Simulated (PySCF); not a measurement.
**What PySCF settings do for GeH2**

Base input, run as `OMP_NUM_THREADS=1 python input.py` with PySCF 2.14:

```python
from pyscf import gto, dft

mol = gto.M(
    atom='Ge 0 0 -0.0297; H 1.1343 0 1.0909; H -1.1343 0 1.0909',
    basis='def2-svp',
    charge=0,
    spin=0,
    verbose=4,
)
mf = dft.RKS(mol, xc='b3lyp5')
mf.kernel()
mf.stability(internal=True, external=True)
mf.dip_moment()
print('orbital energies (hartree):', mf.mo_energy[..., max(0, mol.nelec[1]-3):mol.nelec[0]+3].round(4))
```

Base result: E(SCF) = -2077.798207 Eh, 7 cycles, μ(SCF) = 0.09 D, internal stable; real -> complex stable; RHF/RKS -> UHF/UKS stable. 

Run time: 12 s on 1 thread of Arm Neoverse N1 (shared host), peak memory 0.24 GiB.

Each row names what differs from the base; energies in brackets are changes from the base.

```tsv
change	result	wall time (s)
functional: b3lyp5 → blyp	E(SCF) = -2077.936679 Eh, 8 cycles, μ(SCF) = 0.13 D, internal stable; real -> complex stable; RHF/RKS -> UHF/UKS stable	11
Cartesian functions: off → on	E(SCF) = -2077.803736 Eh (-0.1505 eV), 7 cycles, μ(SCF) = 0.13 D, internal stable; real -> complex stable; RHF/RKS -> UHF/UKS stable	13
SCF type: RKS → ROKS	stops with NotImplementedError after the SCF	14
functional: b3lyp5 → tpssh	E(SCF) = -2077.851801 Eh, 7 cycles, μ(SCF) = 0.06 D, internal stable; real -> complex stable; RHF/RKS -> UHF/UKS stable	26
convergence threshold: default → 1e-13	E(SCF) = -2077.798207 Eh (+0.0000 eV), 10 cycles, μ(SCF) = 0.09 D, internal stable; real -> complex stable; RHF/RKS -> UHF/UKS stable	13
geometry: coordinates × 1 → coordinates × 2 [stretched restricted solution, likely unstable]	E(SCF) = -2077.563216 Eh (+6.3944 eV), 11 cycles, μ(SCF) = 4.26 D, internal stable; real -> complex stable; RHF/RKS -> UHF/UKS unstable	9.6
functional: b3lyp5 → m06	E(SCF) = -2077.824850 Eh, 8 cycles, μ(SCF) = 0.15 D, internal stable; real -> complex stable; RHF/RKS -> UHF/UKS stable	22
PCM solvent, dielectric constant: none → 4.71; step after the SCF: stability → analyze	E(SCF) = -2077.800328 Eh (-0.0577 eV), 7 cycles, μ(SCF) = 0.16 D	4.6
PCM solvent, dielectric constant: none → 78.36; step after the SCF: stability → analyze	E(SCF) = -2077.800889 Eh (-0.0730 eV), 7 cycles, μ(SCF) = 0.18 D	4.6
electric field along z (a.u.): none → 0.001	E(SCF) = -2077.798186 Eh (+0.0006 eV), 7 cycles, μ(SCF) = 0.01 D, internal stable; real -> complex stable; RHF/RKS -> UHF/UKS stable	12
geometry: coordinates × 1 → coordinates × 1.5 [stretched restricted solution, likely unstable]	E(SCF) = -2077.681199 Eh (+3.1839 eV), 9 cycles, μ(SCF) = 2.84 D, internal stable; real -> complex stable; RHF/RKS -> UHF/UKS stable	9.5
functional: b3lyp5 → bhandhlyp	E(SCF) = -2077.860079 Eh, 8 cycles, μ(SCF) = 0.06 D, internal stable; real -> complex stable; RHF/RKS -> UHF/UKS stable	11
```

**Question.** Order these changes by how far they move the SCF energy from the base, largest first: (1) Cartesian functions: off → on; (2) PCM solvent, dielectric constant: none → 78.36; step after the SCF: stability → analyze; (3) geometry: coordinates × 1 → coordinates × 1.5; (4) geometry: coordinates × 1 → coordinates × 2.

**Answer.** (4) +6.3944 eV, (3) +3.1839 eV, (1) -0.1505 eV, (2) -0.0730 eV.
